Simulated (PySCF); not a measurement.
# BHandHLYP on Co⁻ (cobalt, charge -1)

Configuration: [Ar] 3d8 4s2, high-spin 3F determinant. Computed with PySCF 2.14 in aug-cc-pVQZ, with the non-relativistic Hamiltonian (point nucleus).

| Property | Result |
| --- | --- |
| Total energy | -1382.738 hartree |
| One-electron energy | -1924.415 hartree |
| Hartree (Coulomb) energy | 601.178 hartree |
| Exchange-correlation energy | -59.501 hartree |
| Kinetic energy | 1381.10918 hartree |
| ⟨S²⟩ | 2.0122 |
| ⟨L²⟩ | 12.026 |
| Sum of ⟨r⟩ | 26.33 bohr |
| Sum of ⟨r²⟩ | 68.43 bohr² |
| Density at the nucleus (Gaussians lack the cusp) | 13300 bohr⁻³ |
| Spin density at the nucleus | 0.259 bohr⁻³ |
| Langevin diamagnetic susceptibility | -54.2 ×10⁻⁶ cm³/mol |
| Time after the integrals | roughly 8 core-seconds |

| shell | electrons | mean orbital energy (hartree) | spread (hartree) | rms radius, mean of both spins (bohr) |
| --- | --- | --- | --- | --- |
| 1s α | 1 | -279.30184 | 0 | 0.0659 |
| 1s β | 1 | -279.30108 | 0 | 0.0659 |
| 2s α | 1 | -33.27004 | 0 | 0.280 |
| 2s β | 1 | -33.22014 | 0 | 0.280 |
| 2p α | 3 | -28.76486 | 0 | 0.250 |
| 2p β | 3 | -28.72008 | 0 | 0.250 |
| 3s α | 1 | -3.75045 | 0 | 0.845 |
| 3s β | 1 | -3.62392 | 0 | 0.845 |
| 3p α | 3 | -2.37153 | 0 | 0.901 |
| 3p β | 3 | -2.22754 | 0 | 0.901 |
| 3d α | 5 | -0.12008 | 0.04197 | 1.38 |
| 3d β | 3 | -0.05233 | 0 | 1.38 |
| 4s α | 1 | -0.00288 | 0 | 4.82 |
| 4s β | 1 | 0.00661 | 0 | 4.82 |

At BHandHLYP the highest occupied level has a positive energy, so only the finite basis holds that electron; in a semilocal or global hybrid functional this comes from self-interaction and does not mean that the real anion is unbound.
